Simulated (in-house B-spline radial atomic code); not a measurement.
Whole-atom quantities along the 2-electron series, configuration 1s2. Computed with a B-spline radial code for spherical atoms: non-relativistic Hartree-Fock, average of the configuration, point nuclei.

```
 ion   Z  E/Z² (Eh)  Σ<r²> (bohr²)  n(0)/Z³ (bohr⁻³)  Lamb diamagnetic shielding (ppm)  repulsion over attraction
  He   2   -0.71542         2.3697           0.44949                              59.9                    0.15199
 Li+   3   -0.80405        0.89064           0.50638                            95.406                    0.10243
Be2+   4   -0.85071        0.46366           0.53684                            130.91                    0.07719
 B3+   5   -0.87945        0.28377           0.55577                            166.41                   0.061916
 C4+   6   -0.89892         0.1914           0.56868                            201.91                   0.051684
 N5+   7   -0.91298        0.13777           0.57803                            237.41                   0.044353
 O6+   8   -0.92361        0.10389           0.58513                            272.91                   0.038842
 F7+   9   -0.93193       0.081128           0.59069                            308.41                   0.034549
Ne8+  10   -0.93861       0.065104           0.59516                            343.91                   0.031111
```

(1) With what power of Z does the column «Σ<r²> (bohr²)» change over this range?

## Answers

(1) A fit of the logarithm of its size against log Z from Z = 2 to 10 has slope -2.22. Unscreened non-relativistic hydrogenic orbitals would give -2.
